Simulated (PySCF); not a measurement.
Gas-phase equilibrium of 1 mol GeF4, 68 mol H2 at 2500 K and 1.01 bar, among 16 species (GeH4, Ge2H6, F2, GeF2, GeF3, F, H, GeH3F, GeHF3, HF, H2, Ge3H8, GeH3, GeH2F2, GeH2, GeF4). Only gases are allowed; each row takes one source of thermochemistry for all species, and Cantera finds the minimum.

Energies from PySCF, thermal terms from the rigid-rotor harmonic-oscillator model, ideal gas at 1 bar. † marks an energy on the PBE0/def2-TZVP geometry and frequencies; other levels use their own. MP2 freezes the core. Open shells (unrestricted) among the columns below: H (multiplicity 2); the rest are closed-shell singlets. B3LYP is the form with VWN-RPA correlation. Ge: all electrons, no relativistic terms. GeH2: computed as isolated molecules; such fragments, hydroxides, amides, oligomers or adducts are transient or little studied in the gas. MP2 isn't extrapolated to the basis-set limit. The harmonic model lacks anharmonicity and excited electronic states, which grow with temperature; levels with a mode under 35 cm⁻¹ are left out.

Molecules larger than those listed are left out, and so are free Ge atoms, whose spin-orbit terms are large. Also missing: (HF)n, which can matter at low temperature or high pressure. Table species left out: H2F2, H3F3, H4F4.

Mole fractions:

```json
[
 {"thermochemistry": "B3LYP/def2-TZVP†", "x H2": "0.93", "x H": "0.024", "x HF": "0.030", "x GeF2": "0.013", "x GeH2": "0.00088"},
 {"thermochemistry": "HF/def2-TZVP†", "x H2": "0.66", "x H": "0.30", "x HF": "0.028", "x GeF2": "0.0097", "x GeH2": "0.0024"},
 {"thermochemistry": "M06-2X/def2-TZVP†", "x H2": "0.93", "x H": "0.029", "x HF": "0.029", "x GeF2": "0.014", "x GeH2": "0.00054"},
 {"thermochemistry": "MP2/def2-TZVPP†", "x H2": "0.91", "x H": "0.046", "x HF": "0.031", "x GeF2": "0.012", "x GeH2": "0.0017"},
 {"thermochemistry": "PBE0/def2-TZVP", "x H2": "0.91", "x H": "0.043", "x HF": "0.032", "x GeF2": "0.012", "x GeH2": "0.0019"},
 {"thermochemistry": "LDA/def2-TZVP†", "x H2": "0.94", "x H": "0.018", "x HF": "0.030", "x GeF2": "0.013", "x GeH2": "0.0011"}
]
```
The most sensitive of these is H: it spans a factor of 10^1.2 over these rows; at this temperature one factor of ten is RT ln 10 = 48 kJ/mol.
